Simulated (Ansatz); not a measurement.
System: C6H8N (charge 0, doublet). It need not be the lowest isomer of its formula. 
Geometry from a B3LYP-D3(BJ)/def2-TZVP (Ansatz, a program for electronic structure) optimisation:
```xyz
15

C      2.4990    -0.4846     0.2380
C      1.2116    -0.0606    -0.0179
C      0.7305     1.0108    -0.8112
C     -0.6688     1.0148    -0.7401
C     -1.0665    -0.0310     0.0802
N      0.0712    -0.6668     0.5059
C     -2.4213    -0.4784     0.4940
H      2.7017    -1.3331     0.8758
H      3.3364     0.0334    -0.2023
H      1.3583     1.6898    -1.3635
H     -1.3407     1.7012    -1.2292
H      0.0890    -1.4651     1.1151
H     -2.6224    -1.5077     0.1802
H     -3.1792     0.1615     0.0450
H     -2.5482    -0.4374     1.5805
```
Charge 0, spin multiplicity 2.

Computed values are from Ansatz. Valence correlation only, unless marked. UHF or UKS for open shells. No spin-orbit coupling. Non-relativistic. Basis-set limits of correlation are two-point, X^-3; Hartree-Fock from the larger set. [CCSD(T)-MP2]/basis is that difference in the basis named.

The UHF reference is spin-contaminated (<S^2> 0.27 over the pure value in the largest basis). 

### Question
What is the atomisation energy De at RI-MP2/CBS(cc-pVTZ,cc-pVQZ)+[CCSD(T)-MP2]/cc-pVTZ?

### Answer
1568.3 kcal/mol.

### Question
What is the total energy at RI-MP2/CBS(cc-pVTZ,cc-pVQZ)+[CCSD(T)-MP2]/cc-pVTZ?

### Answer
-287.7783 Eh.

### Question
What is the dipole moment at CCSD(T)/aug-cc-pVDZ?

### Answer
1.95 D.

### Question
What is the T1 diagnostic at CCSD/cc-pVTZ?

### Answer
0.026.
